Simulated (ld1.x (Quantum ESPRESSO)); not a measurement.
## Which change was made? (Si, TM)

```json
{
  "Element": "Si",
  "Generator": "ld1.x (Quantum ESPRESSO) 7.5",
  "Type": "norm-conserving Troullier–Martins (Kleinman–Bylander form)",
  "Functional": "LDA (PZ)",
  "Relativity": "scalar-relativistic",
  "Frozen core": "[Ne]",
  "Valence charge": "4",
  "Reference configuration": "3s2 3p1.75 (charge +0.25)",
  "Partial waves": "3p (bound): rc 1.90 bohr; 3d channel at -0.1 Ry: rc 1.65 bohr; 3s (bound): rc 1.85 bohr",
  "Local potential": "the s channel",
  "Core correction": "none"
}
```

Cutoffs, loose and tight: the cutoffs (Ry, on a coarse ladder) from which the occupation-weighted sum of valence levels, in a spherical-Bessel basis at the reference potential, stays within 10 and 1 mRy of its value at 400 Ry. They do not see the model core or the augmentation charge, which bear on the density cutoff. Test errors are all-electron minus pseudo excitation energies from the reference, over the configurations 3s2 3p2; 3s2 3p1; 3s2 3p0; 3s1 3p2; 3s2 3p1.5; 3s1 3p0; 3s1 3p3 (two spin-polarised tests are not counted in the largest error); variants that change the core or the reference have their own tests.

The base gives: outcome: generated; cutoff, loose: 15 Ry; cutoff, tight: 35 Ry; bound ghosts: none; largest test error (meV): +225.

Task: After one change the result is: outcome: generated; cutoff, loose: 12 Ry; cutoff, tight: 30 Ry; bound ghosts: none; largest test error (meV): +229. Which change was it?
A. all radii scaled by about 0.76 (s 1.40, p 1.44, d 1.26 bohr)
B. all radii scaled by about 1.39 (s 2.56, p 2.64, d 2.28 bohr)
C. all radii scaled by about 1.19 (s 2.20, p 2.26, d 1.96 bohr)
D. all radii scaled by about 0.84 (s 1.56, p 1.60, d 1.40 bohr)

Result: C. The others give: all radii scaled by about 0.76 (s 1.40, p 1.44, d 1.26 bohr) → outcome: generated; cutoff, loose: 45 Ry; cutoff, tight: 80 Ry; bound ghosts: none; largest test error (meV): +214 | all radii scaled by about 0.84 (s 1.56, p 1.60, d 1.40 bohr) → outcome: generated; cutoff, loose: 25 Ry; cutoff, tight: 45 Ry; bound ghosts: none; largest test error (meV): +218 | all radii scaled by about 1.39 (s 2.56, p 2.64, d 2.28 bohr) → outcome: generated; cutoff, loose: 10 Ry; cutoff, tight: 21 Ry; bound ghosts: none; largest test error (meV): +224.
